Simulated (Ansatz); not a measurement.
Consider the formal loss of a carbene: `[CH3][Al]([SiH3])[O][SiH3]` → `[SiH3][O][AlH][SiH3]` + `[CH2]` (triplet).

Gas-phase electronic energies from Ansatz, PBE0-D4/def2-TZVP geometries. CCSD(T)/CBS is the MP2 limit (def2-TZVPP, def2-QZVPP) plus CCSD(T) − MP2 in def2-TZVPP, frozen cores. This one scheme is used for every species. DFT in def2-TZVPP. B3LYP here is the variant with VWN-RPA as its local correlation; programs differ in this. Triplets are unrestricted, without spin–orbit coupling. Each species was taken in one conformer, which may not be the lowest.

`[CH3][Al]([SiH3])[O][SiH3]`:

Cartesian coordinates in Å:
```
C 1.723 -1.066 -1.488
Al 0.362 -0.117 -0.477
Si -0.863 1.869 -1.241
O -0.042 -0.675 1.068
Si -0.767 -0.774 2.518
H 2.213 -1.841 -0.893
H 2.491 -0.380 -1.859
H 1.284 -1.545 -2.370
H -2.335 1.702 -1.066
H -0.466 3.073 -0.453
H -0.615 2.182 -2.678
H -1.708 0.363 2.722
H 0.254 -0.742 3.599
H -1.532 -2.046 2.618
```

`[SiH3][O][AlH][SiH3]`:

Cartesian coordinates in Å:
```
Si 1.362 -1.710 0.994
O 0.408 -0.399 1.110
Al -0.609 0.906 0.782
Si -1.170 1.367 -1.560
H 1.407 -2.206 -0.409
H 2.744 -1.368 1.424
H 0.838 -2.794 1.866
H -1.113 1.749 2.023
H -0.921 0.192 -2.441
H -2.600 1.763 -1.712
H -0.346 2.500 -2.075
```

`[CH2]` (triplet):

Z-matrix (Å, degrees):
```
C
H 1 1.079
H 1 1.079 2 134.9
```

Problem. Is it downhill or uphill in electronic energy at CCSD(T)/CBS, and by how much? (Best estimate.)

Solution. Computed: Uphill: ΔE = +483.9 kJ/mol.

Problem. What do these levels give: B3LYP-D4, r2SCAN, B3LYP, CCSD(T)/def2-TZVPP, HF/CBS(def2), CCSD/CBS(def2)? (An estimate is asked.)

Solution. Computed: B3LYP-D4 476.4, r2SCAN 463.3, B3LYP 467.2, CCSD(T)/def2-TZVPP 471.6, HF/CBS(def2) 328.1, CCSD/CBS(def2) 471.8 kJ/mol.

Largest T1 diagnostic among the species: 0.013.

From PBE to PBE0 (25 % exact exchange), in def2-TZVPP and without D4, ΔE moves by −9.0 kJ/mol. In def2-TZVPP, CCSD(T) changes the Hartree–Fock value by +143.6 kJ/mol (the triples alone add +12.1 kJ/mol) and MP2 by +158.3 kJ/mol.
